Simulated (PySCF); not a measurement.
# A parent and its derivatives

Method: TDDFT B3LYP/def2-SVPD, vertical, gas phase, core orbitals frozen in the response (PySCF 2.14.0, density-fitted response routines). Geometries: GFN2-xTB; one conformer of each isolated species. Triplets are in the Tamm–Dancoff approximation. 'Strongest' means the level of largest summed f among the lowest 8 singlets; it needn't be the same kind of state in each.

Parent: `N#CC1(F)C(F)=C1F`, with lowest singlet excitation energy 6.89 eV, energy of the strongest computed level 7.73 eV, LUMO energy -1.19 eV, S1–T1 gap 1.54 eV. Its spectrum: 180 nm (f 0.011); 177 nm (f 0.012); 171 nm (f 0.008); 170 nm (f 0.002); 163 nm (f 0.000).

Shifts from the parent:

```
                         change                        SMILES  Δ S1 (eV)  Δ strongest (eV)  Δ LUMO (eV)  Δ S1−T1 (eV)
  SiH2 inserted into a C-C bond        N#C[SiH2]C1(F)C(F)=C1F      -0.62             -0.99        -0.07         -0.45
   CH2 inserted into a C-C bond             N#CCC1(F)C(F)=C1F      -0.16             -1.00        +0.42         -0.12
 terminal F group replaced by H                 N#CC1C(F)=C1F      -0.49             -0.23        +0.42         -0.09
     O inserted into a C-C bond         N#C[C@@]1(F)OC(F)=C1F      -1.57             -0.32        -0.44         -0.26
H2 added to a C-C multiple bond  N#C[C@@]1(F)[C@H](F)[C@@H]1F      -1.09             -0.29        -0.63         -1.15
   CH2 inserted into a C-F bond         N#C[C@@]1(F)C(F)=C1CF      -0.45             -0.73        -0.25         -0.13
 terminal F group replaced by H              N#C[C@]1(F)C=C1F      -0.33             -0.03        -0.17         -0.09
```

Task: Predict the same shifts for this change: F replaced by Cl (`N#C[C@@]1(F)C(F)=C1Cl`).

Result: Δ lowest singlet excitation energy -0.47 eV, Δ energy of the strongest computed level -0.17 eV, Δ LUMO energy -0.26 eV, Δ S1–T1 gap +0.02 eV. Spectrum: 193 nm (f 0.022); 187 nm (f 0.020); 184 nm (f 0.019); 177 nm (f 0.007); 173 nm (f 0.009). S1 falls most with O inserted into a C-C bond (-1.57 eV); all changes lower it. S1 is simply the lowest singlet of each species and needn't be the same kind of state throughout. Over these 8 changes the shifts of S1 and of the HOMO–LUMO gap correlate with r = 0.94.

Lowest levels of each derivative:
- `N#C[SiH2]C1(F)C(F)=C1F`: 6.26 eV (f 0.004); 6.38 eV (f 0.002); 6.73 eV (f 0.061)
- `N#CCC1(F)C(F)=C1F`: 6.73 eV (f 0.026); 7.44 eV (f 0.016); 7.76 eV (f 0.005)
- `N#CC1C(F)=C1F`: 6.39 eV (f 0.010); 6.63 eV (f 0.009); 7.26 eV (f 0.005)
- `N#C[C@@]1(F)OC(F)=C1F`: 5.32 eV (f 0.014); 5.57 eV (f 0.036); 6.24 eV (f 0.015)
- `N#C[C@@]1(F)C(F)=C1Cl`: 6.42 eV (f 0.022); 6.65 eV (f 0.020); 6.74 eV (f 0.019)
- `N#C[C@@]1(F)[C@H](F)[C@@H]1F`: 5.79 eV (f 0.000); 6.35 eV (f 0.003); 7.44 eV (f 0.032)
- `N#C[C@@]1(F)C(F)=C1CF`: 6.43 eV (f 0.008); 7.00 eV (f 0.065); 7.06 eV (f 0.015)
- `N#C[C@]1(F)C=C1F`: 6.55 eV (f 0.016); 7.01 eV (f 0.024); 7.11 eV (f 0.005)
